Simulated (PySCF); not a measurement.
Vertical excitation energies

Species: C2H5F3SSi2.
Numbering: `[F:1][C:2]([F:3])=[C:4]([F:5])[SiH2:6][S:7][SiH3:8]` (hydrogens: H9, H10 on Si6; H11, H12, H13 on Si8)

Cartesian coordinates in Å at the PBE0-D3(BJ)/def2-SVP level; atoms count from 1:
```
atom  x, y, z in Å
F1    -2.8504    1.4850    0.7659
C2    -2.3959    0.2591    0.7770
F3    -3.1302   -0.5222    1.5175
C4    -1.3077   -0.1228    0.1001
F5    -0.9336   -1.4149    0.2108
Si6   -0.1876    0.9667   -0.9347
S7     1.6867    1.2630    0.0608
Si8    2.3519   -0.7887    0.1891
H9    -0.8139    2.3037   -1.0984
H10    0.0158    0.2774   -2.2404
H11    1.8286   -1.4519    1.4161
H12    3.8395   -0.7341    0.2465
H13    1.9044   -1.5373   -1.0217
```

Computed, not measured: TDDFT wB97X-D/def2-SVPD, vertical, gas phase, core orbitals frozen in the response (PySCF).

Task: List the vertical singlet excitations with oscillator strengths and describe the spectrum.

Result: 

| state | E (eV) | λ (nm) | ν̃ (cm⁻¹) | f | main configurations (H = HOMO, L = LUMO) |
| --- | --- | --- | --- | --- | --- |
| S1 | 5.98 | 207.4 | 48230 | 0.046 | H→L (78%), H-1→L (14%) |
| S2 | 6.36 | 195.0 | 51280 | 0.010 | H→L+2 (32%), H→L+1 (21%), H-1→L+1 (10%) |
| S3 | 6.39 | 194.1 | 51520 | 0.011 | H→L+1 (44%), H-1→L+2 (12%), H-1→L (9%) |
| S4 | 6.59 | 188.0 | 53180 | 0.155 | H-1→L (41%), H→L+2 (29%), H→L (10%) |
| S5 | 6.78 | 182.9 | 54670 | 0.144 | H-1→L+2 (42%), H-1→L (17%), H→L+4 (8%) |
| S6 | 7.06 | 175.7 | 56910 | 0.068 | H→L+3 (66%) |
| S7 | 7.33 | 169.1 | 59150 | 0.017 | H-1→L+3 (54%), H→L+4 (12%) |
| S8 | 7.52 | 164.9 | 60650 | 0.061 | H-2→L (60%), H-1→L+1 (11%), H→L+5 (8%) |
| S9 | 7.55 | 164.2 | 60920 | 0.0089 | H→L+4 (47%), H-1→L+3 (10%), H-1→L+2 (8%) |
| S10 | 7.63 | 162.4 | 61570 | 0.014 | H→L+5 (26%), H-1→L+1 (15%), H-2→L+1 (10%) |

Triplets (Tamm–Dancoff): T1 4.24 eV, H-1→L (34%), H→L (28%); T2 5.65 eV, H→L (55%), H-1→L (26%); T3 6.05 eV, H→L+2 (37%), H-1→L+2 (14%), H-1→L+1 (8%); T4 6.10 eV, H→L+1 (54%), H-1→L+1 (11%), H-1→L+2 (8%).

The lowest singlet comes at 207 nm (577 kJ/mol) in the ultraviolet; it is of moderate strength; its leading configuration is HOMO→LUMO (78%). The most intense listed level is S4 at 6.59 eV (188 nm, f = 0.155), 0.61 eV above S1. Löwdin shares by element: HOMO sulfur 50%, carbon 22%, silicon 7% or more (atoms not listed hold the other 21%); LUMO carbon 30%, silicon 20% or more, sulfur 19% (atoms not listed hold the other 32%). Of the 10 states listed, 9 reach f = 0.01 and none stays under 0.0005. Weighted by f, the mean energy of these states is 6.81 eV. The oscillator strengths of these states sum to 0.537; summed over the whole spectrum of an exact calculation they would give the number of electrons, 88 (Thomas–Reiche–Kuhn). The vertical ionisation energy (ΔSCF) is 9.55 eV, 1.92 eV above S10. Singlets were solved by full linear response, triplets in the Tamm–Dancoff approximation.

One conformer stands for the species.
